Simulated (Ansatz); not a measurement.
C$_{3}$H$_{10}$AlN at its PBE0-D4/def2-TZVP geometry, where that method's forces vanish. Total charge 0; spin multiplicity 1. The bonds changed during the relaxation, so this is another structure than the one it started from.

```json
{"atom": "C1", "x (Å)": "-0.9012", "y (Å)": "-0.6654", "z (Å)": "-1.6984"}
{"atom": "C2", "x (Å)": "0.4057", "y (Å)": "-0.3974", "z (Å)": "-0.9618"}
{"atom": "C3", "x (Å)": "0.3156", "y (Å)": "0.6444", "z (Å)": "0.1236"}
{"atom": "N4", "x (Å)": "-0.5487", "y (Å)": "0.2009", "z (Å)": "1.3045"}
{"atom": "Al5", "x (Å)": "1.3101", "y (Å)": "0.7316", "z (Å)": "1.8066"}
{"atom": "H6", "x (Å)": "-0.7809", "y (Å)": "-1.4353", "z (Å)": "-2.4646"}
{"atom": "H7", "x (Å)": "-1.2642", "y (Å)": "0.2422", "z (Å)": "-2.1886"}
{"atom": "H8", "x (Å)": "-1.6878", "y (Å)": "-1.0064", "z (Å)": "-1.0180"}
{"atom": "H9", "x (Å)": "1.1667", "y (Å)": "-0.0652", "z (Å)": "-1.6747"}
{"atom": "H10", "x (Å)": "0.7954", "y (Å)": "-1.3335", "z (Å)": "-0.5416"}
{"atom": "H11", "x (Å)": "-0.0972", "y (Å)": "1.5822", "z (Å)": "-0.2522"}
{"atom": "H12", "x (Å)": "-0.7861", "y (Å)": "-0.7822", "z (Å)": "1.2650"}
{"atom": "H13", "x (Å)": "-1.3925", "y (Å)": "0.7398", "z (Å)": "1.4420"}
{"atom": "H14", "x (Å)": "1.3419", "y (Å)": "2.1053", "z (Å)": "2.6051"}
{"atom": "H15", "x (Å)": "2.1233", "y (Å)": "-0.5609", "z (Å)": "2.2530"}
```

For each bond, give half the difference of the two atoms' forces along it (eV/Å; positive pushes the atoms apart) under PBE-D4, r2SCAN-D4, B3LYP-D4, ωB97M-V in def2-TZVPP. (Estimate.)

Ansatz gave: 
| bond | length (Å) | PBE-D4 | r2SCAN-D4 | B3LYP-D4 | ωB97M-V |
| --- | --- | --- | --- | --- | --- |
| C1–C2 | 1.524 | 0.03 | 0.12 | 0.20 | 0.15 |
| C1–H6 | 1.093 | 0.09 | -0.04 | -0.08 | -0.08 |
| C1–H7 | 1.094 | 0.11 | -0.03 | -0.06 | -0.07 |
| C2–C3 | 1.507 | -0.05 | 0.01 | 0.09 | 0.14 |
| C2–H9 | 1.094 | 0.11 | -0.04 | -0.11 | -0.11 |
| C2–H10 | 1.098 | 0.12 | -0.03 | -0.10 | -0.11 |
| C3–N4 | 1.529 | 0.12 | 0.26 | 0.28 | 0.21 |
| C3–Al5 | 1.957 | 0.14 | 0.05 | 0.11 | 0.05 |
| C3–H11 | 1.091 | 0.09 | -0.06 | -0.15 | -0.13 |
| N4–Al5 | 1.997 | 0.06 | 0.03 | 0.17 | 0.15 |
| N4–H12 | 1.012 | 0.21 | -0.02 | -0.07 | -0.08 |
| N4–H13 | 1.011 | 0.19 | -0.02 | -0.07 | -0.09 |
| Al5–H14 | 1.589 | -0.01 | -0.03 | -0.10 | -0.11 |
| Al5–H15 | 1.591 | 0.00 | -0.02 | -0.09 | -0.10 |

B3LYP here is the variant with VWN-RPA as its local correlation; programs differ in this.
